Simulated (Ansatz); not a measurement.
Born–Oppenheimer molecular dynamics of C$_{2}$H$_{6}$O$_{3}$Si (12 atoms, charge 0, multiplicity 1). It starts from a relaxed structure.

Computed with RKS r2SCAN/STO-3G in Ansatz 0.2.0.

```json
{
  "ensemble": "NVT, Langevin thermostat",
  "time step": "0.5 fs",
  "steps asked": "126",
  "set temperature": "300 K",
  "friction": "0.01 /fs",
  "seed": "24862"
}
```

First frame:

```xyz
12
Properties=species:S:1:pos:R:3
O -2.154 -0.851 -0.638
C -1.116 -0.637 -1.343
Si 0.486 -0.571 -0.312
O -0.314 -1.025 1.157
C 1.023 1.163 0.310
O 0.282 1.369 1.540
H -1.215 -0.477 -2.451
H 1.516 -1.502 -0.734
H -1.294 -1.027 0.780
H 0.811 1.969 -0.426
H 2.129 1.166 0.465
H -0.079 0.368 1.688
```

How far do the bonds stretch over the last three quarters of this one trajectory? (Pairs bonded in most of those frames.)


```
  bond  mean (Å)  spread (Å)  shortest  longest
 O1–C2     1.273       0.022      1.24     1.31
C2–Si3     1.893       0.039      1.83     1.94
 C2–H7     1.124       0.026      1.08     1.18
Si3–O4     1.739       0.008      1.72     1.75
Si3–C5     1.911       0.025      1.89     1.95
Si3–H8     1.455       0.031      1.40     1.51
 O4–H9     1.054       0.021      1.01     1.10
 C5–O6     1.448       0.012      1.43     1.46
C5–H10     1.113       0.011      1.09     1.13
C5–H11     1.120       0.042      1.06     1.19
O6–H12     1.071       0.009      1.05     1.09
```

Mean temperature of the second half: 148 K. The mean temperature of the second half is 51 % below the set value. A run of 0.063 ps of so small a system gives no equilibrium averages. Limits of this set-up: minimal basis.

Run time: 8.6 min on 1 CPU thread of a shared host.
